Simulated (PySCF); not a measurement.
## NaBr at MN15

Computed with MN15; PySCF, no relativity, basis sets Na 6-31G(d,p), Br 6-31G(d,p).

For NaBr, the state is ¹Σ⁺ (singlet), closed shell and the bond length is 2.526 Å. The harmonic wavenumber is 288 cm⁻¹ and the force constant is 0.870 mdyn/Å. The rotational constant Be is 0.1483 cm⁻¹, the anharmonicity ωexe is 1.01 cm⁻¹ and the vibration–rotation constant αe is 0.000839 cm⁻¹. The well depth De to Na + Br is 87.4 kcal/mol, the dissociation energy D0 is 87.0 kcal/mol and the HOMO–LUMO gap is 6.07 eV. The bond order (Mayer) is 0.78. The dipole moment (positive dipole means Na(−)Br(+)) is -9.23 D.
